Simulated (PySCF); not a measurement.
# Correlation energy of V²⁺ (vanadium, charge +2)

[Ar] 3d2 4s1, high-spin 4F determinant (an excited configuration). Computed with PySCF 2.14 in def2-TZVPPD, with the non-relativistic Hamiltonian (point nucleus). Frozen: [Ar]; 3 electrons correlated.

| level | correlation energy (mhartree) |
| --- | --- |
| CCSD | -12.24 |
| (T) | -0.04 |
| CCSD(T) | -12.28 |

Diagnostics: T1 = 0.0030, D1 = 0.0054, largest double amplitude 0.017.

Cost of the coupled-cluster step: of the order of 2.3 core-seconds, for 3 correlated electrons.

Iterations:

```
CC2 = 0
CCSD nocc = (np.int64(3), np.int64(0)), nmo = (58, 58)
frozen orbitals [[0, 1, 2, 3, 4, 5, 6, 7, 8], [0, 1, 2, 3, 4, 5, 6, 7, 8]]
max_cycle = 100
direct = 0
conv_tol = 1e-08
conv_tol_normt = 1e-06
diis_space = 8
diis_start_cycle = 0
Init t2, MP2 energy = -0.00983829217912636
Init E_corr(UCCSD) = -0.00983829217923557
cycle = 1  E_corr(UCCSD) = -0.0116608603496512  dE = -0.00182256817  norm(t1,t2) = 0.0118577
cycle = 2  E_corr(UCCSD) = -0.0120693454343622  dE = -0.000408485085  norm(t1,t2) = 0.00407799
cycle = 3  E_corr(UCCSD) = -0.0122470566053904  dE = -0.000177711171  norm(t1,t2) = 0.00184016
cycle = 4  E_corr(UCCSD) = -0.0122356082163782  dE = 1.1448389e-05  norm(t1,t2) = 0.000633338
cycle = 5  E_corr(UCCSD) = -0.0122414098982841  dE = -5.80168191e-06  norm(t1,t2) = 0.000138173
cycle = 6  E_corr(UCCSD) = -0.0122411216744871  dE = 2.88223797e-07  norm(t1,t2) = 2.73139e-05
cycle = 7  E_corr(UCCSD) = -0.0122411602600024  dE = -3.85855154e-08  norm(t1,t2) = 4.27879e-06
cycle = 8  E_corr(UCCSD) = -0.0122411491065793  dE = 1.11534232e-08  norm(t1,t2) = 3.86799e-07
cycle = 9  E_corr(UCCSD) = -0.0122411504138201  dE = -1.30724081e-09  norm(t1,t2) = 3.46284e-08
UCCSD converged
E(UCCSD) = -941.9787924359011  E_corr = -0.01224115041382008
UCCSD(T) correction = -4.4621723778939e-05
```
